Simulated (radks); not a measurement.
The numbers below are computed, except where a source is named.
Coulomb parameter of the 3d shell of neutral vanadium in the model configuration [Ar] 3d1.5 4s2 4p1.5, as a second difference U = [E(n + 0.5) + E(n - 0.5) - 2 E(n)] / (0.5)^2 with all orbitals relaxed. "Bare": the charge of the atom changes with n. "Screened": the 4p shell takes up the change at fixed total charge, which measures U(3d,3d) + U(4p,4p) - 2 U(3d,4p). Level of theory: scalar-relativistic Kohn-Sham, PBEsol, spin-unpolarised, spherical densities, finite nucleus; Fermi nuclear charge, rms radius 3.6002 fm (a radial shooting solver on a logarithmic mesh with Libxc functionals).

case                  configuration  E - E(n) (eV)
start          [Ar] 3d1.5 4s2 4p1.5          0.000
bare +0.5        [Ar] 3d2 4s2 4p1.5         -5.368
bare -0.5        [Ar] 3d1 4s2 4p1.5          8.491
screened +0.5      [Ar] 3d2 4s2 4p1         -4.646
screened -0.5      [Ar] 3d1 4s2 4p2          5.962

U(bare) = 12.492 eV, U(screened by 4p) = 5.263 eV, against the Slater integral F0(3d,3d) = 20.874 eV with frozen orbitals. The step up makes a negative ion, whose loosely bound charge lowers the bare value.
